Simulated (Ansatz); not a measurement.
`N[SiH2]C(Cl)Cl` + `N[SiH2]S` → `N[SiH2]S[SiH2]N` + `ClCCl`  (ligand exchange at the Si–C bond)

Gas-phase electronic energies from Ansatz, PBE0-D4/def2-TZVP geometries. CBS: MP2 limit from def2 TZ/QZ plus the TZ coupled-cluster correction, frozen cores. This one scheme is used for every species. DFT in def2-TZVPP. One conformer a species, not always the lowest.

`N[SiH2]C(Cl)Cl`:

Z-matrix (Å, degrees):
```
Si
C 1 1.904
N 1 1.705 2 114.3
H 1 1.483 2 106.4 3 -119.2
H 1 1.480 2 104.5 3 121.2
Cl 2 1.779 1 109.3 3 -57.2
Cl 2 1.776 1 108.4 3 -179.1
H 2 1.089 1 114.5 3 61.9
H 3 1.006 1 121.5 2 67.3
H 3 1.006 1 121.5 2 -85.7
```

`N[SiH2]S`:

Cartesian coordinates in Å:
```
N 0.425 0.388 1.310
Si 0.300 0.022 -0.352
S -1.743 -0.307 -0.935
H 0.508 1.342 1.615
H 0.024 -0.203 2.019
H 1.028 -1.221 -0.711
H 0.890 1.184 -1.061
H -1.433 -1.205 -1.885
```

`N[SiH2]S[SiH2]N`:

Cartesian coordinates in Å:
```
N 1.713 -1.305 -0.265
Si 0.413 -0.969 -1.323
S -1.579 -0.975 -0.489
Si -1.475 0.965 0.369
N -0.053 1.105 1.339
H 1.863 -0.654 0.491
H 1.877 -2.255 0.031
H 0.624 0.377 -1.908
H 0.389 -2.031 -2.356
H -2.763 1.123 1.096
H -1.349 2.033 -0.655
H 0.327 2.029 1.483
H 0.012 0.558 2.184
```

`ClCCl`:

Cartesian coordinates in Å:
```
Cl -0.194 1.675 -0.047
C 0.035 -0.064 0.125
Cl -0.209 -0.940 -1.384
H 1.054 -0.240 0.457
H -0.686 -0.430 0.849
```

```
        level  ΔE (eV)
      ωB97X-V    -0.80
HF/def2-TZVPP    -0.78
```

Question: What does CCSD(T)/CBS give? (Estimate.)

Answer: Ansatz gave: -0.80 eV. The listed levels differ from it by 0.00, 0.02 eV.

Largest T1 diagnostic among the species: 0.011.

The D4 term adds −0.05 eV with B3LYP and −0.03 eV with PBE0; it sums over pairs of atoms, weighted by their polarisabilities, and B3LYP, whose exchange is more repulsive, gets the larger term.

B3LYP here is the variant with VWN-RPA as its local correlation; programs differ in this.
